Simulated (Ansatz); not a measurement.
`[CH3][GeH]([F])[F]` + H₂Se → `[F][GeH]([F])[SeH]` + CH₄  (ligand exchange at a Ge–C bond)

Computed with Ansatz on PBE0-D4/def2-TZVP structures; ΔE is electronic, products minus reactants. CCSD(T)/CBS is the MP2 limit (def2-TZVPP, def2-QZVPP) plus CCSD(T) − MP2 in def2-TZVPP, frozen cores. This one scheme is used for every species. Functionals use def2-TZVPP. For Ge, Se outer-core shells are correlated without core-valence functions, which leaves a few kJ/mol of doubt a bond. Scalar relativity is left out up to krypton. One conformer a species, not always the lowest.

`[CH3][GeH]([F])[F]`:

Cartesian coordinates in Å:
```
C -1.052 -0.101 -0.073
Ge 0.841 0.194 0.089
F 1.591 -0.227 -1.412
F 1.478 -0.950 1.220
H -1.543 0.088 0.883
H -1.471 0.563 -0.830
H -1.224 -1.136 -0.367
H 1.379 1.570 0.490
```

H₂Se:

Cartesian coordinates in Å:
```
Se 0.232 0.621 -0.169
H 0.701 -0.441 0.727
H -0.933 -0.180 -0.558
```

`[F][GeH]([F])[SeH]`:

Cartesian coordinates in Å:
```
F 2.025 -0.289 -0.334
Ge 0.310 -0.359 -0.194
F -0.259 -0.356 -1.822
Se -0.296 1.591 0.904
H -0.100 -1.697 0.420
H -1.681 1.110 1.025
```

CH₄:

```xyz
5

C     0.000    0.000    0.000
H     0.690   -0.646   -0.542
H    -0.877   -0.574    0.297
H    -0.306    0.825   -0.643
H     0.493    0.395    0.888
```

```
             level  ΔE (kcal/mol)
         r2SCAN-D4          -15.2
        r2SCANh-D4          -15.1
   CCSD/def2-TZVPP          -12.8
SCS-MP2/def2-QZVPP          -13.7
```

Task: What does CCSD(T)/CBS give? (An estimate is asked.)

Result: Ansatz gave: -13.4 kcal/mol. The listed levels differ from it by -1.8, -1.7, 0.6, -0.3 kcal/mol.

Largest T1 diagnostic among the species: 0.012.

From BLYP to BHLYP (50 % exact exchange), in def2-TZVPP and without D4, ΔE moves by +0.8 kcal/mol. Leaving LDA and LC-ωPBE aside and taking each functional with its dispersion term where it has one, the values, not all of them listed here, spread over 1.9 kcal/mol, from BLYP-D4 to ωB97X-V. LDA lies +1.4 kcal/mol from PBE without D4.
